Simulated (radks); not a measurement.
Values are calculated unless marked as measured or tabulated.
Species: Cr V. Configuration: [Ar] 3d2. Level of theory: non-relativistic Kohn-Sham, SOGGA, spin-unpolarised, spherical densities, point nucleus (a radial shooting solver on a logarithmic mesh with Libxc functionals).

Unscreened Slater integrals over Kohn-Sham orbitals (hartree). Empty in this configuration: 4s.

F0(3d,3d): 0.89932
F2(3d,3d): 0.43107
F4(3d,3d): 0.27132
F0(3d,3p): 0.93517
F2(3d,3p): 0.45337
G1(3d,3p): 0.55884
G3(3d,3p): 0.34350
F0(3d,3s): 0.95246
G2(3d,3s): 0.42886
F0(3d,2p): 1.2231
F2(3d,2p): 0.24121
G1(3d,2p): 0.17873
G3(3d,2p): 0.10145
F0(3d,4s): 0.49787
G2(3d,4s): 0.059686
F0(3p,3p): 0.98099
F2(3p,3p): 0.49494
F0(3p,3s): 0.99920
G1(3p,3s): 0.66523
F0(3p,2p): 1.3275
F2(3p,2p): 0.26665
G0(3p,2p): 0.10462
G2(3p,2p): 0.10936
F0(3p,4s): 0.50493
G1(3p,4s): 0.042979
F0(3s,3s): 1.0191
F0(3s,2p): 1.3528
G1(3s,2p): 0.11255
F0(3s,4s): 0.50746
G0(3s,4s): 0.031291
F0(2p,2p): 3.4996
F2(2p,2p): 1.6468
F0(2p,4s): 0.55899
G1(2p,4s): 0.018119
F0(4s,4s): 0.40174

Derived for the open shells (J is the average intra-shell exchange parameter used in DFT+U). 3d: Racah B = F2/49 - 5 F4/441 = 0.005721 hartree, C = 35 F4/441 = 0.02153 hartree, C/B = 3.76, F4/F2 = 0.629, J = (F2 + F4)/14 = 0.05017 hartree.
